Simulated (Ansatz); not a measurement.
Start from `[F][Ga]([SH])[Br]` and change one atom or group to get `[F][Ga]([Br])[SnH3]`.

Ansatz, PBE0-D4/def2-TZVP geometries, multiplicity 1. Each molecule was computed in one conformer, which needn't be the lowest.

Elements past krypton have def2 core potentials. Scalar relativity is left out up to krypton. Spin–orbit coupling is left out; it splits and shifts lone-pair levels of the heavy atoms by tenths of an eV.

```
                                          property  `[F][Ga]([SH])[Br]`
size of the dipole moment (ωB97M-V/def2-TZVPP) / D                 1.36
             LUMO energy (ωB97M-V/def2-TZVPP) / eV                 0.23
             HOMO–LUMO gap (B3LYP/def2-TZVPP) / eV                 6.12
                HOMO energy (PBE0/def2-TZVPP) / eV                -8.39
                LUMO energy (PBE0/def2-TZVPP) / eV                -1.68
  size of the dipole moment (B3LYP/def2-TZVPP) / D                 1.41
```

What does the change do to each property? (Best estimate.)

Computed: 
```
                                          property  `[F][Ga]([Br])[SnH3]`  shift
size of the dipole moment (ωB97M-V/def2-TZVPP) / D                   3.07   1.71
             LUMO energy (ωB97M-V/def2-TZVPP) / eV                  -0.24  -0.47
             HOMO–LUMO gap (B3LYP/def2-TZVPP) / eV                   5.80  -0.32
                HOMO energy (PBE0/def2-TZVPP) / eV                  -8.20   0.19
                LUMO energy (PBE0/def2-TZVPP) / eV                  -1.96  -0.28
  size of the dipole moment (B3LYP/def2-TZVPP) / D                   3.06   1.65
```

With PBE0 the HOMO rises by 0.19 eV and the LUMO falls by 0.28 eV, so the gap narrows by about 0.47 eV. PBE moves the HOMO by 0.08 eV and ωB97M-V by 0.37 eV. Dipoles are sizes alone; their direction can turn.

Positive LUMOs are unbound, so they and the gaps depend on the basis.

B3LYP here is the variant with VWN-RPA as its local correlation; programs differ in this.
